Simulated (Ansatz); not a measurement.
The same path of Cl2FGeH + FH (7 atoms, charge 0, multiplicity 1) was run twice with different band settings. Lost on the way: Ge1–Cl2, F6–H7. Made: Ge1–F6, Cl2–H7.

These are results of Ansatz 0.2.0, RKS B3LYP/def2-SVP, not measurements.

Relaxed end points:

```xyz
7
Properties=species:S:1:pos:R:3
Ge -0.144 -0.109 -0.051
Cl -0.321 -0.127 2.120
H 1.299 -0.011 -0.523
Cl -1.468 1.364 -0.861
F -0.776 -1.649 -0.537
F 1.361 2.184 1.115
H 0.971 1.807 1.874
```

```xyz
7
Properties=species:S:1:pos:R:3
Ge -0.157 0.434 -0.418
Cl 1.493 -0.030 2.885
H 1.250 -0.130 -0.546
Cl -0.903 1.344 -2.199
F -1.286 -0.765 0.089
F -0.222 1.646 0.831
H 0.747 0.957 2.495
```

Common settings: movable images 7; climbing image yes; spring 5.0 eV/Å²; optimiser quadratic models (default); start path through a guess of the saddle point; iteration limit 60; end points relaxed.

| run | force threshold |
| --- | --- |
| 1 | 0.03 eV/Å |
| 2 | 0.2 eV/Å |

**Question.** What does each run give, and how far can it be trusted?

**Answer.** Run 1: converged after 31 iterations, highest image 1.045 eV above the first end. A vibrational analysis at the climbing image gives one clearly imaginary mode, 368i cm⁻¹: a first-order saddle point.
Run 2: converged after 9 iterations, highest image 1.057 eV above the first end. The threshold of 0.2 eV/Å is loose, so the images may lie well off the minimum-energy path. The order of the stationary point at the top wasn't checked.
The orbitals stay closed-shell, which can raise the energy where a bond breaks towards radicals; this wasn't checked here.
